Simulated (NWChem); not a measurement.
The numbers come from NWChem runs, not from measurements. System: C$_{4}$H$_{5}$, charge -1, spin multiplicity 1, at the geometry of a parent with another charge or spin, in a state set for the comparison that need not be this species' ground state. Level: MP2/def2-SVPD, 4 core orbitals frozen.

The NWChem input:

```
start mol
memory heap 200 mb stack 900 mb global 1100 mb
charge -1
geometry units angstroms nocenter noautoz
  C      1.499531     1.211821     0.000000
  C      0.254122     0.765273     0.000000
  C     -0.134703    -0.644940     0.000000
  C     -1.406144    -1.068297     0.000000
  H      2.507275     0.794784     0.000000
  H     -0.569763     1.494583     0.000000
  H      0.679576    -1.378168     0.000000
  H     -2.241929    -0.361556     0.000000
  H     -1.651998    -2.132795     0.000000
  symmetry group Cs
end
basis spherical
  * library def2-svpd
end
scf
  rhf
  nopen 0
  maxiter 100
  thresh 1e-7
  semidirect memsize 60000000 filesize 0
end
mp2
  freeze core 4
end
task mp2 energy
```

Output (cleaned and shortened):

```
             Northwest Computational Chemistry Package (NWChem) 7.3.0
             --------------------------------------------------------

                                NWChem Input Module
                                -------------------

 Scaling coordinates for geometry "geometry" by  1.889725989
 (inverse scale =  0.529177249)

 Turning off AUTOSYM since
 SYMMETRY directive was detected!

                             Geometry "geometry" -> ""
                             -------------------------

 Output coordinates in angstroms (scale by  1.889725989 to convert to a.u.)

  No.       Tag          Charge          X              Y              Z
 ---- ---------------- ---------- -------------- -------------- --------------
    1 C                    6.0000     1.49953100     1.21182100     0.00000000
    2 C                    6.0000     0.25412200     0.76527300     0.00000000
    3 C                    6.0000    -0.13470300    -0.64494000     0.00000000
    4 C                    6.0000    -1.40614400    -1.06829700     0.00000000
    5 H                    1.0000     2.50727500     0.79478400     0.00000000
    6 H                    1.0000    -0.56976300     1.49458300     0.00000000
    7 H                    1.0000     0.67957600    -1.37816800     0.00000000
    8 H                    1.0000    -2.24192900    -0.36155600     0.00000000
    9 H                    1.0000    -1.65199800    -2.13279500     0.00000000

 Effective nuclear repulsion energy (a.u.)      96.4695406635

            Nuclear Dipole moment (a.u.)
            ----------------------------
        X                 Y               Z
 ---------------- ---------------- ----------------
    -0.0000056692    -0.0000188973     0.0000000000

      Symmetry information
      --------------------

 Group name             Cs
 Group number              2
 Group order               2
 No. of unique centers     9

      Symmetry unique atoms

     1    2    3    4    5    6    7    8    9


 Summary of "ao basis" -> "" (spherical)
 ------------------------------------------------------------------------------
       Tag                 Description            Shells   Functions and Types
 ---------------- ------------------------------  ------  ---------------------
 *                         def2-svpd                  on all atoms

 Summary of "ao basis" -> "ao basis" (spherical)
 ------------------------------------------------------------------------------
       Tag                 Description            Shells   Functions and Types
 ---------------- ------------------------------  ------  ---------------------
 C                         def2-svpd                 8       20   4s2p2d
 H                         def2-svpd                 4        8   2s2p

                                 NWChem SCF Module
                                 -----------------

  ao basis        = "ao basis"
  functions       =   120
  atoms           =     9
  closed shells   =    15
  open shells     =     0
  charge          =  -1.00
  wavefunction    = RHF
  use symmetry    = T
  symmetry adapt  = T

 Summary of "ao basis" -> "ao basis" (spherical)
 ------------------------------------------------------------------------------
       Tag                 Description            Shells   Functions and Types
 ---------------- ------------------------------  ------  ---------------------
 C                         def2-svpd                 8       20   4s2p2d
 H                         def2-svpd                 4        8   2s2p

      Symmetry analysis of basis
      --------------------------

        a'         86
        a"         34

 Forming initial guess at       0.1s

      Superposition of Atomic Density Guess
      -------------------------------------

 Sum of atomic energies:        -152.99661751

 Renormalizing density from      29.00 to     30

      Non-variational initial energy
      ------------------------------

 Total energy =    -158.878378
 1-e energy   =    -407.983490
 2-e energy   =     152.635571
 HOMO         =       0.106880
 LUMO         =       0.250966

      Symmetry analysis of molecular orbitals - initial
      -------------------------------------------------

  Numbering of irreducible representations:

     1 a'          2 a"

  Orbital symmetries:

     1 a'          2 a'          3 a'          4 a'          5 a'
     6 a'          7 a'          8 a'          9 a'         10 a'
    11 a'         12 a'         13 a"         14 a"         15 a'
    16 a'         17 a"         18 a'         19 a'         20 a'
    21 a"         22 a'         23 a'         24 a'         25 a'

 Starting SCF solution at       2.6s

 ----------------------------------------------
         Quadratically convergent ROHF

 Convergence threshold     :          1.000E-07
 Maximum no. of iterations :          100
 Final Fock-matrix accuracy:          1.000E-09
 ----------------------------------------------

              iter       energy          gnorm     gmax       time
             ----- ------------------- --------- --------- --------
                 1     -153.9940069476  1.21D+00  2.37D-01      2.8
                 2     -154.1103156011  4.14D-01  6.97D-02      3.2
                 3     -154.1284932525  3.37D-02  6.27D-03      3.9
                 4     -154.1287701253  5.73D-04  1.54D-04      5.0
                 5     -154.1287702013  1.51D-07  2.77D-08      6.9
                 6     -154.1287702013  7.44D-09  2.25D-09      7.7

       Final RHF  results
       ------------------

         Total SCF energy =   -154.128770201339
      One-electron energy =   -403.715667106841
      Two-electron energy =    153.117356242025
 Nuclear repulsion energy =     96.469540663477

        Time for solution =      5.1s

       Symmetry analysis of molecular orbitals - final
       -----------------------------------------------

  Numbering of irreducible representations:

     1 a'          2 a"

  Orbital symmetries:

     1 a'          2 a'          3 a'          4 a'          5 a'
     6 a'          7 a'          8 a'          9 a'         10 a'
    11 a'         12 a'         13 a"         14 a"         15 a'
    16 a'         17 a'         18 a'         19 a"         20 a'
    21 a'         22 a"         23 a'         24 a'         25 a"

             Final eigenvalues
             -----------------

              1
    1  -11.0659
    2  -11.0468
    3  -11.0041
    4  -10.9652
    5   -0.8736
    6   -0.7573
    7   -0.5927
    8   -0.5278
    9   -0.4336
   10   -0.4124
   11   -0.3418
   12   -0.3179
   13   -0.2458
   14   -0.1061
   15   -0.0496
   16    0.2367
   17    0.2632
   18    0.2893
   19    0.3049
   20    0.3118
   21    0.3580
   22    0.3722
   23    0.3810
   24    0.4024
   25    0.4191

                       ROHF Final Molecular Orbital Analysis
                       -------------------------------------

 Vector   13  Occ=2.000000D+00  E=-2.458063D-01  Symmetry=a"
              MO Center= -3.5D-01, -3.6D-01,  1.0D-17, r^2= 2.3D+00
   Bfn.  Coefficient  Atom+Function         Bfn.  Coefficient  Atom+Function
  ----- ------------  ---------------      ----- ------------  ---------------
    47      0.333640  3 C  pz                67      0.303317  4 C  pz
    27      0.248955  2 C  pz                50      0.216130  3 C  pz
    70      0.159543  4 C  pz                30      0.157582  2 C  pz

 Vector   14  Occ=2.000000D+00  E=-1.060706D-01  Symmetry=a"
              MO Center=  8.7D-02,  2.5D-01, -3.0D-16, r^2= 3.4D+00
   Bfn.  Coefficient  Atom+Function         Bfn.  Coefficient  Atom+Function
  ----- ------------  ---------------      ----- ------------  ---------------
    27      0.346936  2 C  pz                67     -0.301659  4 C  pz
    30      0.283951  2 C  pz                 7      0.270649  1 C  pz
    70     -0.207450  4 C  pz

 Vector   15  Occ=2.000000D+00  E=-4.960491D-02  Symmetry=a'
              MO Center=  1.4D+00,  1.4D+00,  1.2D-16, r^2= 2.0D+00
   Bfn.  Coefficient  Atom+Function         Bfn.  Coefficient  Atom+Function
  ----- ------------  ---------------      ----- ------------  ---------------
     4      0.741655  1 C  s                 98      0.645831  7 H  s
    44     -0.506548  3 C  s                  6      0.489315  1 C  py
    82     -0.452641  5 H  s                  3     -0.421748  1 C  s
    36      0.363902  2 C  d -2              90      0.345358  6 H  s
    63     -0.316438  4 C  s                  9      0.311815  1 C  py

 Vector   16  Occ=0.000000D+00  E= 2.366844D-01  Symmetry=a'
              MO Center= -2.4D+00, -1.5D+00, -9.4D-17, r^2= 7.8D+00
   Bfn.  Coefficient  Atom+Function         Bfn.  Coefficient  Atom+Function
  ----- ------------  ---------------      ----- ------------  ---------------
    64      7.474654  4 C  s                106     -5.111557  8 H  s
   114     -4.413256  9 H  s                 63      3.322806  4 C  s
    44     -2.354273  3 C  s                 90     -2.303795  6 H  s
     3      2.172865  1 C  s                 98     -1.968320  7 H  s
    43      1.697354  3 C  s                 23      1.676712  2 C  s

 Vector   17  Occ=0.000000D+00  E= 2.631947D-01  Symmetry=a'
              MO Center=  1.3D+00, -9.4D-01,  7.0D-17, r^2= 1.0D+01
   Bfn.  Coefficient  Atom+Function         Bfn.  Coefficient  Atom+Function
  ----- ------------  ---------------      ----- ------------  ---------------
    44      9.335688  3 C  s                 24     -6.675037  2 C  s
    98     -5.245371  7 H  s                  4      4.857823  1 C  s
    82     -4.726347  5 H  s                  3      3.771947  1 C  s
    64     -3.611921  4 C  s                 43      2.746193  3 C  s
    23     -1.746874  2 C  s                106      1.739357  8 H  s

 Vector   18  Occ=0.000000D+00  E= 2.893095D-01  Symmetry=a'
              MO Center= -8.6D-02,  1.0D+00,  2.7D-16, r^2= 1.2D+01
   Bfn.  Coefficient  Atom+Function         Bfn.  Coefficient  Atom+Function
  ----- ------------  ---------------      ----- ------------  ---------------
    90      7.659462  6 H  s                 24     -6.541477  2 C  s
    44      4.567645  3 C  s                 82      4.005044  5 H  s
   114     -3.591065  9 H  s                 98      3.162849  7 H  s
    23     -3.123458  2 C  s                 63     -2.628366  4 C  s
   106      2.557186  8 H  s                  4     -2.496869  1 C  s

 center of mass
 --------------
 x =   0.04513618 y =   0.05596388 z =   0.00000000

 moments of inertia (a.u.)
 ------------------
         188.580895453085        -170.499946399596           0.000000000000
        -170.499946399596         237.892453367267           0.000000000000
           0.000000000000           0.000000000000         426.473348820352

  Mulliken analysis of the total density
  --------------------------------------

    Atom       Charge   Shell Charges
 -----------   ------   -------------------------------------------------------
    1 C    6     6.18   1.99  0.89  0.26  0.41  1.89  0.70  0.03  0.00
    2 C    6     6.31   1.99  0.87  0.18 -0.08  2.03  0.89  0.05  0.37
    3 C    6     6.16   1.99  0.93  0.14  0.02  1.95  0.74  0.05  0.34
    4 C    6     5.91   1.99  0.86  0.20 -0.03  2.02  0.78  0.03  0.07
    5 H    1     1.20   0.76  0.29  0.03  0.11
    6 H    1     1.26   0.78  0.25  0.02  0.20
    7 H    1     0.95   0.77  0.01  0.02  0.15
    8 H    1     1.03   0.77  0.17  0.03  0.07
    9 H    1     1.00   0.77  0.16  0.03  0.05

       Multipole analysis of the density wrt the origin
       ------------------------------------------------

     L   x y z        total         open         nuclear
     -   - - -        -----         ----         -------
     0   0 0 0     -1.000000      0.000000     29.000000

     1   1 0 0     -1.304799      0.000000     -0.000006
     1   0 1 0     -1.917338      0.000000     -0.000019
     1   0 0 1      0.000000      0.000000      0.000000

     2   2 0 0    -28.601908      0.000000    145.269349
     2   1 1 0     -8.626338      0.000000     93.357312
     2   1 0 1      0.000000      0.000000      0.000000
     2   0 2 0    -31.735677      0.000000    111.104732
     2   0 1 1      0.000000      0.000000      0.000000
     2   0 0 2    -23.995332      0.000000      0.000000

                   NWChem MP2 Semi-direct Energy/Gradient Module
                   ---------------------------------------------

  Basis functions       =    120
  Molecular orbitals    =    120
  Frozen core           =      4
  Frozen virtuals       =      0
  Active alpha occupied =     11
  Active beta occupied  =     11
  Active alpha virtual  =    105
  Active beta virtual   =    105
  Use MO symmetry       = T
  Use skeleton AO sym   = T

  AO/Fock/Back tols     =   1.0D-09  1.0D-09  1.0D-09

 GA uses MA = F    GA memory limited = T

 Available:
  local mem=  1.26D+08
 global mem=  1.44D+08
 local disk=  0.00D+00
  mp2_memr nvloc                   105
  nvloc new                   105
   1 passes of  11:        3145728                      58828                  28224478.
   1 passes of  11: M    126147934           G      144150400           F     123002206.

 Semi-direct pass number   1 of   1  for RHF alpha+beta  at        7.8s
  vrange nnbf                  7181
  mp2_eaftype                   107  avail_ma_in_mb                  1099
 EAF : mp2_eaftype filesize         107   14112239.
  mp2_eaf for mointskh                    107
Node 0 wrote     66.4 Mb in      0.0 s     Agg I/O rate:  1435.0 Mb/s
 Done moints_semi at       13.3s
  mp2_eaftype                   107  avail_ma_in_mb                   992
 EAF : mp2_eaftype filesize         107   14112239.
  mp2_eaf for kh                   107
 Done maket at       13.8s
 Done multipass loop at       13.8s

          -------------------------------------------
          SCF energy                -154.128770201339
          Correlation energy          -0.564797543105
          Singlet pairs               -0.358407221651
          Triplet pairs               -0.206390321453
          Total MP2 energy          -154.693567744444
          -------------------------------------------

          ---------------------------------------------------
                    Spin Component Scaled (SCS) MP2
          Same spin pairs                     -0.137593547636
          Same spin scaling factor             0.333333333333
          Opposite spin pairs                 -0.427203995469
          Opposite spin scaling fact.          1.200000000000
          SCS-MP2 correlation energy          -0.558509310441
          Total SCS-MP2 energy              -154.687279511780
          ---------------------------------------------------

 -----------------------
 Performance information
 -----------------------

 Timer overhead =  2.27D-07 seconds/call

               Nr. of calls         CPU time (s)                 Wall time (s)                GFlops
             ---------------    -------------------     ------------------------------   -------------------
Name         Min   Avg   Max    Min     Avg     Max     Min     Avg     Max   Mx/calls   Min     Max     Sum
mp2: moin     1     1     1    5.4     5.4     5.4      5.4     5.4     5.4     5.4      0.0     0.0     0.0
mp2: make     1     1     1   0.50    0.50    0.50     0.50    0.50    0.50    0.50      0.0     0.0     0.0
mp2: tota     1     1     1    6.0     6.0     6.0      6.0     6.0     6.0     6.0      0.0     0.0     0.0

 The average no. of pstat calls per process was 3.00D+00
 with a timing overhead of 6.82D-07s

 Task  times  cpu:       13.8s     wall:       13.8s

 Total times  cpu:       13.8s     wall:       13.8s
```
